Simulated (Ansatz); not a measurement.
A nudged elastic band was laid between two geometries of BCl2HO + H2S (8 atoms, charge 0, multiplicity 1).

These are results of RKS B3LYP-D4/cc-pVDZ in Ansatz 0.2.0, not measurements.

- movable images: 8
- climbing image: no
- spring: 5.0 eV/Å²
- optimiser: quadratic models (default)
- start path: through a guess of the saddle point
- force threshold: 0.05 eV/Å
- iteration limit: 60
- end points: relaxed

Initial state:

```xyz
8
Properties=species:S:1:pos:R:3
B -0.067 -0.441 0.199
O -0.545 -0.933 1.352
H -1.499 -0.796 1.450
Cl 1.670 -0.576 -0.118
Cl -1.132 0.261 -1.045
S 0.438 2.623 1.663
H 0.951 2.770 0.415
H 1.510 1.899 2.076
```

Final state:

```xyz
8
Properties=species:S:1:pos:R:3
B 0.191 0.545 0.153
O -0.041 -0.133 1.729
H -0.799 -0.747 1.685
Cl 1.604 -0.387 -0.494
Cl -1.428 0.192 -0.649
S 0.403 2.381 0.502
H 1.726 2.322 0.804
H -0.330 0.635 2.262
```

(1) Which bonds break or form, and what moves?

(2) Give the energies along the band, and the barrier.

(3) What is the geometry of the highest image?

## Answers

(1) Bonds broken: S6–H8. Bonds formed: B1–S6, O2–H8. BCl2HO + H2S becomes BCl2H3OS.

(2) The forces met the threshold. The highest image is number 7 of 0 to 9, 26.1 kcal/mol above the first end and 11.5 kcal/mol above the last; the last end lies 14.6 kcal/mol above the first. No image climbed, so the highest image needn't sit at the top of the path. The orbitals stay closed-shell, which can raise the energy where a bond breaks towards radicals; this wasn't checked here.

```
image  path coordinate (Å)  energy (kcal/mol)  S6–H8 (Å)  B1–S6 (Å)  O2–H8 (Å)
    0                 0.00                0.0       1.36       3.43       3.57
    1                 0.52                0.1       1.36       3.44       3.41
    2                 1.05                0.1       1.36       3.48       3.14
    3                 1.57                0.2       1.36       3.55       2.79
    4                 2.10                0.5       1.36       3.47       2.65
    5                 2.62                2.2       1.36       3.11       2.36
    6                 3.14               11.1       1.37       2.55       1.94
    7                 3.67               26.1       1.52       2.09       1.42
    8                 4.19               17.5       2.08       1.94       1.01
    9                 4.72               14.6       2.58       1.88       0.98
```

(3) 
```xyz
8
Properties=species:S:1:pos:R:3
B 0.151 0.249 0.225
O -0.100 -0.170 1.633
H -0.929 -0.667 1.713
Cl 1.692 -0.412 -0.461
Cl -1.345 0.106 -0.816
S 0.320 2.257 0.766
H 1.634 2.203 1.111
H -0.098 1.241 1.821
```

The run took 6.3 min on 2 threads of Arm Neoverse V2, with other jobs on the host, peak memory 0.23 GiB.
